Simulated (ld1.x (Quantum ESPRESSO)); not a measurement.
# Logarithmic derivatives: iron, PAW

* Element: iron
* Generator: ld1.x (Quantum ESPRESSO) 7.5
* Type: PAW
* Functional: PBEsol
* Relativity: scalar-relativistic
* Frozen core: [Ne]
* Valence charge: 16
* Reference configuration: 3s2 3p6 3d6 4s1.75 4p0.25
* Partial waves: 3s (bound): rcut 1.10, rcutus 1.35 bohr; 4s (bound): rcut 1.10, rcutus 1.35 bohr; 3p (bound): rcut 1.40, rcutus 1.55 bohr; 4p (bound): rcut 1.40, rcutus 1.55 bohr; 3d (bound): rcut 1.05, rcutus 1.25 bohr; 3d channel at -0.2 Ry: rcut 1.05, rcutus 1.25 bohr
* Local potential: all-electron potential smoothed inside 1.45 bohr (lloc = -1)
* Core correction: a·sin(br)/r model core inside 1.15 bohr
* Augmentation charge: PSQ, inside the norm-conserving radii

The phase is arctan(r·u′/u) with u = r·R(r), unwrapped; energies in Ry, scanned from -9 to 5 Ry. A pole is an energy at which the radial function vanishes at the test radius. The pseudo phase is shifted by a multiple of π to meet the all-electron one at the reference energy, and phase errors are pseudo minus all-electron; the curves can meet again beyond the range given. Levels narrower than the energy grid can be missing from the lists of poles.

Task: For each channel, where are the poles, and over which energies does the pseudopotential scatter like the atom?

Result:

| channel | radius (bohr) | reference energy (Ry) | poles, all-electron | poles, pseudo | unbroken range about the reference energy with phases within 0.05 rad | phase error 1 Ry above the reference energy (rad) |
| --- | --- | --- | --- | --- | --- | --- |
| s | 1.71 | -0.41 | -6.67 | -6.67 | the whole range | +0.001 |
| p | 1.71 | -0.11 | -4.05 | -4.05 | below 2.1 | -0.003 |
| d | 1.71 | -0.59 | 0.21 | 0.21 | the whole range | -0.000 |

The ghost test of this file was not conclusive. Its overlap operator is not positive definite in a basis up to 400 Ry (lowest eigenvalue s -0.14), so the file is unfit for use: the generalised eigenproblem breaks down once the basis is large enough, and its test numbers describe a broken file.

Phases in the p channel:

```
E (Ry)  all-electron  pseudo
 -9.00         1.349   1.346
 -8.52         1.339   1.336
 -8.04         1.327   1.325
 -7.56         1.313   1.310
 -7.08         1.295   1.292
 -6.60         1.269   1.266
 -6.12         1.231   1.228
 -5.64         1.159   1.155
 -5.16         0.958   0.953
 -4.68        -0.478  -0.482
 -4.20        -1.498  -1.498
 -3.72        -1.660  -1.661
 -3.24        -1.729  -1.730
 -2.76        -1.774  -1.775
 -2.28        -1.809  -1.810
 -1.80        -1.843  -1.844
 -1.32        -1.877  -1.878
 -0.84        -1.916  -1.916
 -0.36        -1.961  -1.962
  0.12        -2.018  -2.018
  0.60        -2.092  -2.093
  1.08        -2.195  -2.199
  1.56        -2.344  -2.359
  2.04        -2.572  -2.614
  2.52        -2.914  -3.014
  3.00        -3.348  -3.512
  3.48        -3.747  -3.921
  3.96        -4.028  -4.185
  4.44        -4.211  -4.350
  4.92        -4.333  -4.460
```
